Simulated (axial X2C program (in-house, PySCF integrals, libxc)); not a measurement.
**Potential curves of ScB⁺, with spin–orbit coupling**

Computed with an in-house relativistic program for diatomic molecules. Two-component (2c) means X2C with spin–orbit coupling and atomic mean-field two-electron Coulomb and Gaunt terms. Basis: Sc dyall-cv3z [10s11p7d5f2g], B dyall-v3z [7s6p2d1f] (cores contracted in-house); Gaussian nuclei, density fitting, unrestricted open shells. Masses: Sc 44.956 u, B 11.009 u.

State: Ω = 3/2 (⟨Sz⟩ = 1.50, ⟨Lz⟩ = 0.00 at BHandHLYP). Energies in kJ/mol from the lowest point of each curve. Fits are polynomials in 1 − R0/R over 0.85 to 1.23 times the lowest point R0.

```tsv
R (Å)	BHandHLYP	MP2	HF	CCSD(T)
1.8357	51.62			
1.9201	25.98	10.70	47.55	23.32
1.9834	12.68	2.91	27.63	10.46
2.0467	4.23	0.00	13.93	2.90
2.1100	0.16	1.46	5.42	0.00
2.1838	0.00	7.72	0.64	1.60
2.2577	3.73	17.74	0.00	7.59
2.3526	12.61	34.33	3.30	20.24
2.4687	27.36	57.63	11.04	
2.6375	52.07	92.14	25.11
```

Correlated methods: 13 electrons correlated (number of frozen shells: Sc 2 s, 1 p; B 1 s), 281 virtual spin orbitals or spinors in MP2, 90 natural virtuals in coupled cluster.

One determinant describes the state; a PBE0 search over occupations chose it and may have missed a lower one. Density functionals use the spin component along the axis (collinear). CCSD and (T) use frozen natural virtuals with an MP2 correction for the truncation; (T) itself is uncorrected, so its De runs slightly low. Other states lie close and PBE0, whose exact exchange favours high spin, may order them wrongly; the determinant shown need not be the ground state. The nearest other 2c determinant of the search, Ω = 1/2, lies 0.36 eV up at the distance of the search. With several unpaired electrons one determinant need not be a pure state. Some points did not converge and are left out. This is the top spin component of a Σ state; components of lower Ω are not single determinants and can lie lower. Coupled cluster ran on the points near the minimum only. MP2 and coupled cluster on one determinant become unreliable at the stretched end.

(1) Fit the BHandHLYP curve near its minimum: give the equilibrium distance and the harmonic wavenumber.

(2) What are Re and ωe at the MP2 level?

(3) Fit the HF curve near its minimum: give the equilibrium distance and the harmonic wavenumber.

(4) Fit the CCSD(T) curve near its minimum: give the equilibrium distance and the harmonic wavenumber.

Results:

(1) At BHandHLYP, 2c: Re = 2.149 Å, ωe ≈ 508 cm⁻¹; Be follows as 0.413 cm⁻¹.

(2) At MP2, 2c: Re = 2.056 Å, ωe ≈ 584 cm⁻¹; Be follows as 0.451 cm⁻¹.

(3) At HF, 2c: Re = 2.234 Å, ωe ≈ 436 cm⁻¹; Be follows as 0.382 cm⁻¹.

(4) At CCSD(T), 2c: Re = 2.123 Å, ωe ≈ 553 cm⁻¹; Be follows as 0.423 cm⁻¹.
